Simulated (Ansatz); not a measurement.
Molecule: PrCl3, charge 0, multiplicity 3. The spin state was set by rule; other spins were not relaxed. 
Coordinates optimised at B3LYP-D3(BJ)/def2-TZVP (Ansatz, a quantum-chemistry and plane-wave program):
```xyz
4

Pr     0.0779    -0.0746    -0.1944
Cl    -2.2115    -1.1755    -0.0770
Cl     0.0353     2.4410    -0.5644
Cl     1.9060    -1.0067     1.3162
```
Charge 0, spin multiplicity 3.

Total electronic energies in hartree. Cores are frozen in the correlated levels unless marked. UHF or UKS for open shells. No spin-orbit coupling. Frozen are the shells of the preceding noble gas and the d and f shells that filled before the atom's block. In def2 rows, elements after Kr have scalar-relativistic effective core potentials.  The program attaches cautions to a run behind r2SCAN/def2-TZVP: asymmetric forces. The program attaches cautions to a run behind r2SCAN-D4/def2-TZVP: asymmetric forces.

| level | program | energy (Eh) |
|---|---|---|
| HF/def2-SVP | Ansatz | [?] |
| SVWN5/def2-TZVP | Ansatz | -1892.82630 |
| BLYP-D4/def2-TZVP | Ansatz + dftd4 | -1897.81074 |
| BLYP/def2-TZVP | Ansatz | -1897.80282 |
| revPBE-D4/def2-TZVP | Ansatz + dftd4 | -1897.65755 |
| r2SCAN/def2-TZVP | Ansatz | -1897.86849 |
| r2SCAN-D4/def2-TZVP | Ansatz + dftd4 | -1897.86947 |
| BHLYP/def2-TZVP | Ansatz | -1897.70366 |
| LC-wPBE-D3(BJ)/def2-TZVP | Ansatz + dftd3 | -1897.48671 |
| LC-wPBE-D4/def2-TZVP | Ansatz + dftd4 | -1897.48601 |
| wB97X-V/def2-TZVP | Ansatz | -1897.58577 |
| MP2/def2-TZVPP | Ansatz | -1894.85103 |
| SCS-MP2/def2-SVP | Ansatz | [?] |
| SCS-MP2/def2-TZVPP | Ansatz | -1894.83216 |

### Question
Complete the blanks.

### Answer

- HF/def2-SVP, energy (Eh): -1893.73292
- SCS-MP2/def2-SVP, energy (Eh): -1894.16526
